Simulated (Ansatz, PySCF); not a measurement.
Species: ammonia borane, sum formula BNH6, net charge 0, singlet state. SMILES: [BH3-][NH3+]
Geometry: optimised at B3LYP-D3(BJ)/def2-TZVP (Ansatz, an electronic-structure program).

Quantity: atomisation energy (electronic, to ground-state atoms), in kcal/mol. Valence correlation only, unless marked. UHF or UKS for open shells. No spin-orbit coupling. Non-relativistic. The coupled-cluster limit lacks core correlation, which all-electron functionals hold. Basis-set limits of correlation are two-point, X^-3; Hartree-Fock from the larger set. [CCSD(T)-MP2]/basis is that difference in the basis named.

```tsv
level	program	atomisation energy (kcal/mol)
PW6B95/def2-TZVPD	PySCF	610.7
B2PLYP/def2-TZVPD	Ansatz	604.5
SCS-MP2/cc-pVDZ	Ansatz	567.3
CCSD/def2-SVP	Ansatz	576.8
RI-MP2/CBS(aug-cc-pVTZ,aug-cc-pVQZ)+[CCSD(T)-MP2]/aug-cc-pVTZ	Ansatz	(withheld)
```

Some entries are withheld; supply them.


- RI-MP2/CBS(aug-cc-pVTZ,aug-cc-pVQZ)+[CCSD(T)-MP2]/aug-cc-pVTZ, atomisation energy (kcal/mol): 611.2
